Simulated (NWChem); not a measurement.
System meant: C4H5NO; SMILES C(/C=N/C=O)=C

NWChem input:

```
start job
memory heap 200 mb stack 900 mb global 1100 mb
geometry units angstroms noautoz
  C      0.507048    -2.716459    -0.052288
  C     -0.359074    -1.706735     0.107779
  C      0.029443    -0.319763    -0.084962
  N     -0.798975     0.642769     0.053933
  C     -0.330610     1.949801    -0.047205
  O      0.669710     2.370023     0.474277
  H      1.546273    -2.530363    -0.342281
  H      0.212089    -3.756921     0.103103
  H     -1.399901    -1.881719     0.397057
  H      1.084052    -0.127719    -0.363170
  H     -1.021804     2.602244    -0.629793
end
basis spherical
  * library def2-svp
end
dft
  xc xpbe96 cpbe96
  iterations 4
  mulliken
end
task dft energy
```

End of the output:

```
    Atom       Charge   Shell Charges
 -----------   ------   -------------------------------------------------------
    1 C    6     6.15   1.97  0.62  0.32  1.96  1.23  0.07
    2 C    6     6.01   1.97  0.62  0.30  1.89  1.14  0.09
    3 C    6     6.04   1.96  0.62  0.30  1.92  1.10  0.13
    4 N    7     6.86   1.97  0.78  0.46  2.05  1.54  0.06
    5 C    6     5.89   1.96  0.60  0.31  1.77  1.01  0.23
    6 O    8     8.16   1.97  0.93  0.65  2.69  1.88  0.03
    7 H    1     0.96   0.62  0.26  0.07
    8 H    1     0.96   0.62  0.26  0.07
    9 H    1     0.95   0.62  0.26  0.07
   10 H    1     1.00   0.64  0.29  0.07
   11 H    1     1.02   0.65  0.30  0.06

 center of mass
 --------------
 x =  -0.00721007 y =   0.13221237 z =   0.02072375

 moments of inertia (a.u.)
 ------------------
        1071.998785828944          -0.000000000000          -0.000000000000
          -0.000000000000         114.749600334904           0.000000000000
          -0.000000000000           0.000000000000        1164.998480735590

     Multipole analysis of the density
     ---------------------------------

     L   x y z        total         alpha         beta         nuclear
     -   - - -        -----         -----         ----         -------
     0   0 0 0     -0.000000    -22.000000    -22.000000     44.000000

     1   1 0 0     -0.749866     -0.374933     -0.374933     -0.000000
     1   0 1 0     -0.245533     -0.122766     -0.122766      0.000000
     1   0 0 1     -0.293591     -0.146795     -0.146795      0.000000

     2   2 0 0    -26.514630    -44.764100    -44.764100     63.013570
     2   1 1 0     -2.971587      2.998729      2.998729     -8.969044
     2   1 0 1     -0.921584      0.705623      0.705623     -2.332831
     2   0 2 0    -28.419801   -307.346677   -307.346677    586.273554
     2   0 1 1     -1.618808      1.183095      1.183095     -3.984997
     2   0 0 2    -26.467963    -17.222338    -17.222338      7.976713

 ------------------------------------------------------------------------
 dft energy failed                                                                                  0
 ------------------------------------------------------------------------
 ------------------------------------------------------------------------
  current input line :
    24: task dft energy
 ------------------------------------------------------------------------
 ------------------------------------------------------------------------
 This type of error is most commonly associated with calculations not reaching convergence criteria
 ------------------------------------------------------------------------
 For more information see the NWChem manual at https://nwchemgit.github.io

0:dft energy failed:Received an Error in Communication
```

**Question.** What is wrong, and how is it mended?

**Answer.** Convergence was not reached. Cause: the SCF was allowed too few iterations. This input runs:
```
start job
memory heap 200 mb stack 900 mb global 1100 mb
geometry units angstroms noautoz
  C      0.507048    -2.716459    -0.052288
  C     -0.359074    -1.706735     0.107779
  C      0.029443    -0.319763    -0.084962
  N     -0.798975     0.642769     0.053933
  C     -0.330610     1.949801    -0.047205
  O      0.669710     2.370023     0.474277
  H      1.546273    -2.530363    -0.342281
  H      0.212089    -3.756921     0.103103
  H     -1.399901    -1.881719     0.397057
  H      1.084052    -0.127719    -0.363170
  H     -1.021804     2.602244    -0.629793
end
basis spherical
  * library def2-svp
end
dft
  xc xpbe96 cpbe96
  iterations 150
  mulliken
end
task dft energy
```
It converges to -284.81222 Ha (PBE/def2-SVP).
